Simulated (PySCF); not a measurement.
GeH₂FCl, SMILES [F][GeH2][Cl]. Geometry: B3LYP-D3(BJ)/def2-TZVP.

All values below come from PySCF 2.14.0 with B3LYP-D3(BJ)/def2-TZVP.

Harmonic wavenumbers (cm⁻¹): 191, 427, 548, 641, 695, 794, 851, 2178, 2197. Rotational constants (GHz): 12.49, 3.404, 2.776; symmetry number 1.

Question: Work out the zero-point energy and the ideal-gas rigid-rotor harmonic-oscillator thermochemistry at 298.15 K and 1 atm.

Answer: ZPE = ½ Σ hcν = ½ × 8522 cm⁻¹ = 12.18 kcal/mol. H − E(el) = 15.46 kcal/mol. Entropy in cal/(mol K): translation 40.48, rotation 25.41, vibration 4.72, total 70.61. G − E(el) = -5.59 kcal/mol. Cp = 15.38 cal/(mol K).
